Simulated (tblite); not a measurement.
Species: C4H15NO2Si2.
Atom-mapped SMILES: `[CH3:1][C@@H:2]([CH2:3][OH:4])[Si@:5]([CH3:6])([OH:7])[SiH2:8][NH2:9]` (hydrogens: H10, H11, H12 on C1; H13 on C2; H14, H15 on C3; H16 on O4; H17, H18, H19 on C6; H20 on O7; H21, H22 on Si8; H23, H24 on N9)

The geometry is computed with GFN2-xTB (gas phase).

Entries marked ? are missing. Bonds in one row agree within 0.01 Å.

```json
{"coordinate": "C1–C2", "value": "1.529 Å"}
{"coordinate": "C2–C3", "value": "?"}
{"coordinate": "C3–O4", "value": "?"}
{"coordinate": "C2–Si5", "value": "1.931 Å"}
{"coordinate": "Si5–C6", "value": "?"}
{"coordinate": "Si5–O7", "value": "1.645 Å"}
{"coordinate": "Si5–Si8", "value": "2.307 Å"}
{"coordinate": "Si8–N9", "value": "?"}
{"coordinate": "C1–H10, C1–H11, C1–H12", "value": "1.089 Å"}
{"coordinate": "C2–H13", "value": "1.094 Å"}
{"coordinate": "C3–H14", "value": "1.096 Å"}
{"coordinate": "C3–H15", "value": "1.101 Å"}
{"coordinate": "O4–H16", "value": "0.970 Å"}
{"coordinate": "C6–H17, C6–H18, C6–H19", "value": "1.086 Å"}
{"coordinate": "O7–H20", "value": "0.955 Å"}
{"coordinate": "Si8–H21", "value": "1.467 Å"}
{"coordinate": "Si8–H22", "value": "1.477 Å"}
{"coordinate": "N9–H23, N9–H24", "value": "1.009 Å"}
{"coordinate": "C1–C2–C3", "value": "109.2°"}
{"coordinate": "C1–C2–Si5", "value": "111.7°"}
{"coordinate": "C3–C2–Si5", "value": "112.3°"}
{"coordinate": "C2–C3–O4", "value": "114.0°"}
{"coordinate": "C2–Si5–C6", "value": "107.1°"}
{"coordinate": "C2–Si5–O7", "value": "?"}
{"coordinate": "C2–Si5–Si8", "value": "117.5°"}
{"coordinate": "C6–Si5–O7", "value": "?"}
{"coordinate": "C6–Si5–Si8", "value": "?"}
{"coordinate": "O7–Si5–Si8", "value": "102.0°"}
{"coordinate": "Si5–Si8–N9", "value": "105.0°"}
```

Task: Estimate the withheld lengths and angles.

Result: 
- C2–C3 = 1.537 Å, drawn single (sp3 carbon bound to silicon to carbinol carbon (C–OH)); 0.02 Å above the sum of covalent radii, 1.52 Å.
- C3–O4 = 1.403 Å, drawn single (carbinol carbon (C–OH) to alcohol oxygen); 0.02 Å below the sum of covalent radii, 1.42 Å.
- Si5–C6 = 1.909 Å, drawn single (oxygen-bound silicon to Si-methyl carbon); 0.04 Å above the sum of covalent radii, 1.87 Å.
- Si8–N9 = 1.736 Å, drawn single (SiH2 silicon to silicon-bound nitrogen); 0.08 Å below the sum of covalent radii, 1.82 Å.
- C2–Si5–O7 = 108.6°, at the oxygen-bound silicon; the outer atoms are 2.909 Å apart.
- C6–Si5–O7 = 109.3°, at the oxygen-bound silicon; the outer atoms are 2.903 Å apart.
- C6–Si5–Si8 = 112.0°, at the oxygen-bound silicon; the outer atoms are 3.503 Å apart.

Radii are Cordero's, carbon taken as 0.76, 0.73 or 0.69 Å for four, three, and two or fewer neighbours.

Its GFN2-xTB frequencies are all real (lowest 26 cm⁻¹). One conformer, not necessarily the lowest (C1–C2–C3–O4 -163°, C2–C3–O4–H -72°, C1–C2–Si5–C6 56°, C2–Si5–O7–H 61°, C2–Si5–Si8–N9 59°). 3 starts were optimised and ended at 0.00, 0.15 and 3.72 kcal/mol (GFN2-xTB); the lowest of these is shown.

Hardware: an Arm Neoverse N1 with one thread, no GPU, on a shared host. Cost: 2.1 s of wall time. That covers the optimisation of the geometry.
